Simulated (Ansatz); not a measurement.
Input for Ansatz (a program for electronic structure): R-CCSD(T)/aug-cc-pVTZ on F2Ge (SMILES [F][Ge][F]), atoms moved off the minimum. The run froze 16 orbitals, filled d shells among them.

Ansatz 0.2 input:
```yaml
crystal:
  periodic: [false, false, false]
  atoms:
    - {symbol: Ge, position_ang: [0.04152643, 0.09238179, 0.57290138]}
    - {symbol: F, position_ang: [0.54635873, 1.15845003, -0.94484654]}
    - {symbol: F, position_ang: [-0.54039759, -1.30062463, -0.89098537]}
basis:
  gaussian:
    orbitals: aug-cc-pVTZ
magnetization: {spin_polarized: false}
correlation: {method: ccsd_t, electrons: outside_noble_gas}
scf: {lower_state_search: off}
output: {forces: true}
```

**Question.** Predict the final total energy.

**Answer.** -2275.0380 hartree (reference determinant -2274.3801, T1 diagnostic 0.023).

**Question.** How many basis functions does it have, and what does it roughly cost on one machine?

**Answer.** 151 functions; around 50 core-seconds (rough).
